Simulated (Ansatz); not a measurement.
Cd(I)2 cation (CdI₂), SMILES [I][Cd][I] (connectivity only; charge and spin as stated), charge +1, multiplicity 2. Atoms are numbered in the order given.

```xyz
3

Cd     0.0000     0.0000     0.0019
I      0.0000    -2.6453     0.0019
I      0.0000     2.6453     0.0019
```
Charge +1, spin multiplicity 2.

Geometry optimised at B3LYP-D3(BJ)/def2-SVP. The spin state was assumed, not searched. The isomer is the one that the SMILES or the coordinates give; other isomers of the formula were not compared. The def2 effective core potentials stand for the cores of Cd, I; spin–orbit coupling is left out.

Two levels are set side by side: PBE-D3(BJ)/def2-SVP (Ansatz, a quantum-chemistry and plane-wave program) and B3LYP-D3(BJ)/def2-SVP (Ansatz). Each level has its own optimised geometry; the coordinates shown are those of the second. Differences are taken from unrounded values.

```json
[
 {"quantity": "mean bond length (Å)", "B3LYP-D3(BJ)": "2.645", "PBE-D3(BJ)": "2.641", "PBE-D3(BJ) minus B3LYP-D3(BJ)": "-0.004"},
 {"quantity": "bond Cd1–I2 (Å)", "B3LYP-D3(BJ)": "2.645", "PBE-D3(BJ)": "2.641", "PBE-D3(BJ) minus B3LYP-D3(BJ)": "-0.004"},
 {"quantity": "bond Cd1–I3 (Å)", "B3LYP-D3(BJ)": "2.645", "PBE-D3(BJ)": "2.641", "PBE-D3(BJ) minus B3LYP-D3(BJ)": "-0.004"}
]
```

On these quantities the two levels nearly agree.
